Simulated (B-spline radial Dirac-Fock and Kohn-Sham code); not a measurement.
## Binding energies of Pt⁺ in different valence configurations

Level of theory: Dirac-Fock ΔSCF + Breit + QED; a radial finite-basis atomic code. Electron correlation is not included.

Reference: the tabulated ground configuration [Xe] 4f14 5d9, with 2s 13904.1 eV, 2p3/2 11580.6 eV, 3p3/2 2668.2 eV, 4s 748.2 eV, 4p1/2 632.1 eV, 5p3/2 70.29 eV, Kα1 66826.5 eV, Kβ1 75738.9 eV.

Shifts from the reference in eV.

| configuration | average energy | 2s | 2p3/2 | 3p3/2 | 4s | 4p1/2 | 5p3/2 | Kα1 | Kβ1 |
| --- | --- | --- | --- | --- | --- | --- | --- | --- | --- |
| [Xe] 4f14 5d7 6s2 | +5.60 | +8.46 | +8.40 | +8.31 | +8.35 | +8.20 | +6.19 | -0.35 | -0.26 |
| [Xe] 4f14 5d8 6s1 | +1.78 | +4.08 | +4.07 | +4.03 | +4.01 | +3.98 | +3.05 | -0.19 | -0.16 |
| [Xe] 4f14 5d8 6p1 | +7.76 | +5.82 | +5.82 | +5.79 | +5.76 | +5.75 | +4.81 | -0.15 | -0.12 |

Values without a named source are computed, but for edge energies of neutral atoms, which are taken from tables.
